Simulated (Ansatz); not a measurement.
This geometry of GaH₅S (7 atoms, charge 0, multiplicity 1) is a first-order saddle point.

Level of theory: RKS PBE-D4/def2-SVP in Ansatz 0.2.0.

```xyz
7
Properties=species:S:1:pos:R:3
S -0.678 -1.408 -0.237
Ga 0.209 1.110 -0.182
H -0.812 -1.529 1.113
H 0.556 -1.986 -0.216
H -0.730 1.643 -1.339
H -0.197 1.369 1.330
H 1.714 0.733 -0.514
```

(1) Which two structures does it join? (They come from a converged band through this point; their orientation in space is the band's.)

(2) How far does it lie above each of them?

Results:

(1) No bond is made or broken. The dihedral H3–S1–Ga2–H6 goes from -74 to 46°. The two ends are copies of one structure, up to a mirror image or an exchange of like atoms.

First end point:

```xyz
7
Properties=species:S:1:pos:R:3
S -0.809 -1.317 0.083
Ga 0.183 1.117 -0.115
H -0.074 -1.718 1.158
H 0.044 -1.925 -0.790
H -0.402 1.380 -1.564
H -0.592 1.678 1.148
H 1.712 0.718 0.036
```

Last end point:

```xyz
7
Properties=species:S:1:pos:R:3
S -0.286 -1.491 -0.331
Ga 0.309 1.078 -0.219
H -1.438 -1.444 0.397
H 0.441 -1.893 0.749
H -0.814 1.518 -1.247
H 0.051 1.279 1.334
H 1.797 0.885 -0.730
```

(2) 0.6 kcal/mol above the first and 0.6 kcal/mol above the second. This is the barrier of this one path; another mechanism may lie lower.

Run time: 47 s on 1 CPU thread of a shared host.
